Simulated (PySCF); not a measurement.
The dipole of `CC[SiH2]C#C[SiH3]` from its density and from atomic charges.

Coordinates (GFN2-xTB, Å) and charges (e) from the PBE0/pcSseg-1 density (PySCF):

| atom | x | y | z | Mulliken | IAO | Hirshfeld | ESP-fitted |
| --- | --- | --- | --- | --- | --- | --- | --- |
| C1 | 1.914 | -1.426 | 0.394 | -0.2929 | -0.4108 | -0.1170 | -0.1396 |
| C2 | 2.160 | 0.067 | 0.212 | -0.5714 | -0.5289 | -0.1510 | -0.0678 |
| Si3 | 0.915 | 0.889 | -0.975 | +0.6794 | +0.7724 | +0.3625 | +0.3811 |
| C4 | -0.769 | 0.702 | -0.227 | -0.2583 | -0.3075 | -0.1418 | -0.1972 |
| C5 | -1.860 | 0.567 | 0.281 | -0.3240 | -0.3150 | -0.1481 | -0.1992 |
| Si6 | -3.528 | 0.365 | 1.054 | +0.5227 | +0.6322 | +0.3421 | +0.4358 |
| H7 | 2.011 | -1.950 | -0.555 | +0.1166 | +0.1369 | +0.0387 | +0.0394 |
| H8 | 0.912 | -1.604 | 0.778 | +0.1274 | +0.1430 | +0.0364 | +0.0442 |
| H9 | 2.631 | -1.857 | 1.093 | +0.1196 | +0.1423 | +0.0412 | +0.0431 |
| H10 | 3.176 | 0.218 | -0.159 | +0.1421 | +0.1458 | +0.0398 | +0.0275 |
| H11 | 2.111 | 0.556 | 1.187 | +0.1474 | +0.1497 | +0.0414 | +0.0403 |
| H12 | 1.222 | 2.319 | -1.114 | -0.0839 | -0.1152 | -0.0728 | -0.0943 |
| H13 | 0.925 | 0.221 | -2.283 | -0.0795 | -0.1178 | -0.0717 | -0.0734 |
| H14 | -3.523 | 1.051 | 2.349 | -0.0820 | -0.1092 | -0.0667 | -0.0792 |
| H15 | -4.524 | 0.957 | 0.156 | -0.0808 | -0.1084 | -0.0660 | -0.0802 |
| H16 | -3.781 | -1.067 | 1.233 | -0.0823 | -0.1094 | -0.0668 | -0.0806 |

Q: Compute μ = Σ q r for each scheme (1 e·Å = 4.803 D) and compare with the dipole of the full density.

A: The full density gives (0.43, -0.30, 0.39) D, 0.65 D in size; dipole vectors point from the negative to the positive end.

| scheme | μx | μy | μz | size (D) | share of the full size (%) | angle to the full dipole (°) |
| --- | --- | --- | --- | --- | --- | --- |
| Mulliken | 0.01 | -0.09 | -0.45 | 0.46 | 71 | 119 |
| IAO | -0.15 | 0.16 | -0.22 | 0.31 | 47 | 168 |
| Hirshfeld | 0.11 | -0.02 | 0.05 | 0.12 | 19 | 24 |
| ESP-fitted | 0.43 | -0.32 | 0.41 | 0.67 | 103 | 2 |

Q: Which set comes closest?

A: Length of the difference vector: ESP-fitted 0.03 D, Hirshfeld 0.54 D, IAO 0.96 D, Mulliken 0.96 D. Closest: ESP-fitted. ESP charges are fitted to the potential around the molecule, whose slowest-falling term is the dipole's. The schemes that divide the density aren't constrained to reproduce the dipole.

Q: What is left for the Hirshfeld atoms' own dipoles?

A: The shares of the density sum to the whole, so what Σ q r misses lies in dipoles about the nuclei. The atomic dipoles sum to (0.43, -0.30, 0.39) − (0.11, -0.02, 0.05) = (0.32, -0.28, 0.34) D, 0.54 D in size.

Q: With the origin at the mean of the coordinates, (0.000, 0.001, 0.214) Å, which are the largest single terms, by size, of the ESP-fitted dipole along the direction of the full one?

A: Si6 -4.18, C5 +1.39, C1 -1.36, H15 +1.33, C4 +1.03 D; all 16 atoms together +0.67 D. The single terms depend on the origin, their sum doesn't.

Q: Give the size of the full dipole in other units.

A: 0.65 D = 0.256 au = 0.136 e·Å = 2.17 × 10⁻³⁰ C·m.

Isolated species at its GFN2-xTB geometry (one conformer only).

The run behind these numbers computed NMR shieldings as well. The run took 39 s of wall time on x86-64 server, one thread (shared host).

The values belong to the conformer `[CH3:1][CH2:2][SiH2:3][C:4]#[C:5][SiH3:6]`: C1–C2–Si3–C4 62°.
